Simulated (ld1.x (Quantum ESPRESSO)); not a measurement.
Ga, TM: configuration errors across variants

ld1.x (Quantum ESPRESSO) 7.5 input, shortened:

```
&input
   title='Ga', zed=31., rel=1, dft='WC', iswitch=3,
   config='[Ar] 3d10 4s2 4p1 4d-2'
 /
 &inputp
   pseudotype=2, tm=.true., lloc=0,
   nlcc=.true., rcore=1.30
 /
3
4P  2  1   1.00   0.00  2.05  2.05  0.0
4D  3  2  -2.00   0.15  2.05  2.05  0.0
4S  1  0   2.00   0.00  1.80  1.80  0.0
 &test
   configts(1)='4s2 4p1'
 /
```

All-electron excitation energies from the reference (eV): (1) 4s2 4p0 5.680; (2) 4s1 4p0 26.862; (3) 4s2 4p0.5 2.024; (4) 4s1 4p1 13.126; (5) 4s2 4p1.3 -0.525; (6) 4s0 4p3 13.448; (7) 4s1 4p2 6.585.

Tests that are not counted but printed errors over 1 eV. “local potential the d channel”: 4s1 4p0 (solver errors, printed error -3.3 eV); 4s1 4p1 (solver errors, printed error -4.7 eV).

2 further variants failed, have other tests or another functional or relativity, and are left out.

A true bound ghost makes a file unfit for plane-wave use even where its test errors are small: the radial tests pick states by their node count and pass the ghost by. Where a test does run into it, the solver fails or the error is huge.

Errors AE − PS in meV (a dash: test not solved or not reliable):

| change | (1) | (2) | (3) | (4) | (5) | (6) | (7) | bound ghosts |
| --- | --- | --- | --- | --- | --- | --- | --- | --- |
| base | -13 | -196 | -1.9 | -53 | -0.1 | -77 | -19 | d |
| wave 4d channel at 0.15 Ry: rc 2.05 bohr becomes 4d channel at 0.15 Ry: rc 1.24 bohr | -13 | -196 | -1.9 | -53 | -0.1 | -77 | -19 | d |
| wave 4d channel at 0.15 Ry: rc 2.05 bohr becomes 4d channel at 3.66 Ry: rc 2.05 bohr | -13 | -196 | -1.9 | -53 | -0.1 | -77 | -19 | none |
| type ultrasoft; waves now 4s (bound): rcut 1.55, rcutus 1.80 bohr; 4s channel at 0.65 Ry: rcut 1.55, rcutus 1.80 bohr; 4p (bound): rcut 1.80, rcutus 2.05 bohr; 4p channel at 0.25 Ry: rcut 1.80, rcutus 2.05 bohr; 4d channel at 0.15 Ry: rcut 1.80, rcutus 2.05 bohr; 4d channel at 2.65 Ry: rcut 1.80, rcutus 2.05 bohr; local potential all-electron potential smoothed inside 1.60 bohr (lloc = -1); augmentation built from norm-conserving waves at rcut, not smoothed further | -13 | -203 | -2.0 | -55 | -0.1 | -77 | -20 | d |
| local potential the d channel | -8.3 | – | -1.5 | – | -0.1 | -84 | -19 | s, p |
| core correction a·sin(br)/r model core inside 0.86 bohr | -13 | -196 | -1.9 | -53 | -0.1 | -77 | -19 | d |
| wave 4s (bound): rc 1.80 bohr becomes 4s (bound): rc 1.48 bohr | -12 | -195 | -1.9 | -54 | -0.1 | -82 | -20 | d |

(1) Give the same row for: all radii but the core radius scaled by about 0.77 (s 1.38, p 1.58, d 1.58 bohr).

## Answers

(1) -12, -195, -1.9, -54, -0.1, -81, -20; bound ghosts: p, d.
